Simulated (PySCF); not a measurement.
C₅H₁₄O₂Si (SMILES CCO[SiH](C)OCC), singlet, geometry from GFN2-xTB. Base run: PBE/STO-3G in PySCF.

Geometry (Å):
```xyz
22

Si     0.0604    -1.0859     0.3861
C     -0.6466    -2.3795    -0.8004
O     -1.0073     0.0207     0.9231
C     -1.8419     0.8937     0.2067
C     -2.4941     1.8753     1.1693
O      1.2723    -0.4479    -0.4925
C      2.0792     0.6557    -0.1752
C      2.5997     1.2936    -1.4550
H      0.4700    -1.5797     1.6951
H     -0.9098    -1.9517    -1.7641
H     -1.5417    -2.8225    -0.3760
H      0.0618    -3.1797    -0.9812
H     -1.2574     1.4358    -0.5474
H     -2.6108     0.3109    -0.3155
H     -3.0723     1.3330     1.9125
H     -3.1510     2.5496     0.6263
H     -1.7319     2.4558     1.6829
H      1.5061     1.3851     0.4094
H      2.9164     0.3109     0.4439
H      1.7690     1.6438    -2.0627
H      3.2455     2.1345    -1.2166
H      3.1620     0.5619    -2.0289
```
Charge 0, spin multiplicity 1.
All else is at PySCF's defaults.

Each row names what was changed in the base input (with any setting that the change needs).

```tsv
change	E (Eh)	HOMO (eV)	HOMO-LUMO gap (eV)	dipole (D)	core-seconds (rough)	outcome
base	-630.52460	-2.04	8.07	0.63	20	converged
functional = hf	-628.54737	-8.45	21.29	0.42	2	converged
functional = pbe0	-630.66379	-3.82	11.29	0.57	10	converged
functional = blyp; dispersion = d3bjm	-630.92879	-1.98	8.07	0.64	10	converged
functional = revpbe	-630.98005	-2.05	8.12	0.61	20	converged
functional = pbe0; dispersion = d3bjm	-630.68533	-3.82	11.29	0.57	20	converged
functional = m062x	-631.13616	-5.63	14.20	0.61	20	converged
functional = mn15	?	?	?	?	20	converged
functional = b97m_v	-	-	-	-	-	cut at the time limit
functional = camb3lyp	?	?	?	0.59	40	converged
functional = bp86	-631.13256	-2.16	8.08	0.64	20	converged
functional = m06	-630.77259	-3.73	11.11	0.60	20	converged
functional = pw6b95	?	?	?	0.59	20	converged
```

Problem. Complete the blanks.

Solution. 
- functional = mn15, E (Eh): -628.40620
- functional = mn15, HOMO (eV): -4.69
- functional = mn15, HOMO-LUMO gap (eV): 12.99
- functional = mn15, dipole (D): 0.68
- functional = camb3lyp, E (Eh): -630.92469
- functional = camb3lyp, HOMO (eV): -5.21
- functional = camb3lyp, HOMO-LUMO gap (eV): 14.00
- functional = pw6b95, E (Eh): -631.82898
- functional = pw6b95, HOMO (eV): -4.10
- functional = pw6b95, HOMO-LUMO gap (eV): 11.46

Absolute energies of different levels of theory aren't comparable as measures of quality.
